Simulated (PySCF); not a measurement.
**Bond length, frequency and bond energy of SrI by level of theory**

State: ²Σ⁺ (doublet), unpaired electrons σ ↑. Set-up: basis Sr def2-SVP with ECP28, I def2-SVP with ECP28; scalar-relativistic core potentials; PySCF 2.14. De refers to Sr + I in their high-spin ground configurations, without counterpoise correction. The functionals are run spin-unrestricted. A positive dipole means Sr(−)I(+).

| Level | Re (Å) | ωe (cm⁻¹) | De (eV) | μ (D) | CPU s a point (SCF and correlation, without the integrals) |
| --- | --- | --- | --- | --- | --- |
| UHF | 3.088 | 164 | 2.81 | -5.66 | 0.099 |
| UHF-MP2 | 3.035 | 171 | 2.97 | n/a | 0.19 |
| UHF-SCS-MP2 | 3.045 | 169 | 2.83 | n/a | n/a |
| UHF-CCSD | 3.042 | 170 | 2.75 | n/a | n/a |
| UHF-CCSD(T) | 3.040 | 170 | 2.77 | n/a | 12 |
| PBE | 2.995 | 170 | 3.22 | -5.02 | 0.56 |
| BP86 | 2.997 | 169 | 3.19 | -5.18 | 0.37 |
| r²SCAN | 3.001 | 172 | 3.50 | -5.39 | 0.77 |
| r²SCANh | 3.001 | 173 | 3.47 | -5.47 | 0.83 |
| PBE0 | 2.996 | 172 | 3.25 | -5.28 | 1 |
| r²SCAN0 | 3.002 | 173 | 3.42 | -5.58 | 0.83 |
| LC-ωPBE | 3.004 | 173 | 3.33 | -5.21 | 0.76 |

The bond length runs from 2.995 Å (PBE) to 3.088 Å (UHF). De spans 2.75 eV (UHF-CCSD, coupled cluster) to 3.50 eV (r²SCAN, meta-GGA). Correlation at CCSD(T) changes the Hartree–Fock bond energy by -0.04 eV; the triples alone change it by +0.02 eV.

Correlated steps freeze 4 core orbitals. Correlated levels converge slowly with the basis: in double zeta they bind strong bonds too weakly, by up to about 1 eV, and carry superposition errors of some tenths. Spin–orbit coupling is left out, which matters for elements this heavy, above all for dissociation energies. The state is the lowest determinant that a PBE0 search found; another state may lie lower at other levels.

The whole job (state search and all levels along the bond) took about 3 min on 1 thread of Arm Neoverse V2 (shared host), peak memory 0.55 GiB.
